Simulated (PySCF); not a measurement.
C2H7InO. Atoms are numbered in the order given.

```xyz
11

In    -0.0377     0.0041    -0.0209
C     -1.4622    -1.6423     0.1012
H     -1.0400    -2.4809     0.6866
H     -1.7105    -1.9946    -0.9191
H     -2.3921    -1.2877     0.5877
C      0.0251     1.9486    -0.9803
H      0.0236     1.8295    -2.0814
H      0.9548     2.4585    -0.6655
H     -0.8525     2.5575    -0.6890
O      1.7175    -0.2505     0.9926
H      1.7476    -1.1165     1.4411
```
Charge 0, spin multiplicity 1.

Coordinates come from a PBE-D3(BJ)/def2-SVP optimisation. The structure was generated by enumeration; whether it is a known compound was not checked. The def2 effective core potentials stand for the cores of In; spin–orbit coupling is left out. One conformer was computed; it need not be the lowest.

Level of theory: PBE-D3(BJ)/def2-SVP (PySCF).

Frequencies are harmonic and unscaled.

A small imaginary wavenumber (i) marks a very flat motion, where grid noise or a shallow saddle decides the sign.

Problem. Give all harmonic wavenumbers and intensities. (An estimate is asked for; the answer gives what the named calculation found.)

Solution. 
| mode | ν (cm⁻¹) | IR (km/mol) | moving atoms (share of kinetic energy) |
|---|---|---|---|
| 1 | 15i | 0.1 | H 100 % |
| 2 | 17 | 0.0 | H 94 % |
| 3 | 102 | 1.4 | C 56 %, H 29 %, In 13 % |
| 4 | 118 | 3.3 | C 36 %, In 27 %, H 23 %, O 15 % |
| 5 | 135 | 12.7 | O 52 %, C 20 %, H 18 %, In 11 % |
| 6 | 347 | 90.0 | H 92 % |
| 7 | 454 | 3.6 | C 79 %, H 18 % |
| 8 | 502 | 34.6 | C 65 %, In 18 %, H 17 % |
| 9 | 556 | 64.9 | O 85 %, In 13 % |
| 10 | 640 | 3.7 | H 87 %, C 13 % |
| 11 | 658 | 21.5 | H 87 %, C 12 % |
| 12 | 691 | 39.8 | H 82 %, C 16 % |
| 13 | 721 | 52.7 | H 82 %, C 17 % |
| 14 | 756 | 91.1 | H 90 % |
| 15 | 1125 | 0.3 | H 82 %, C 18 % |
| 16 | 1129 | 0.8 | H 84 %, C 16 % |
| 17 | 1378 | 0.2 | H 95 % |
| 18 | 1379 | 0.2 | H 95 % |
| 19 | 1381 | 2.3 | H 95 % |
| 20 | 1386 | 4.5 | H 95 % |
| 21 | 2985 | 8.3 | H 98 % |
| 22 | 2988 | 4.4 | H 98 % |
| 23 | 3094 | 2.8 | H 91 %, C 9 % |
| 24 | 3096 | 3.6 | H 91 %, C 9 % |
| 25 | 3105 | 4.0 | H 90 %, C 10 % |
| 26 | 3113 | 1.6 | H 90 %, C 10 % |
| 27 | 3718 | 20.7 | H 94 % |
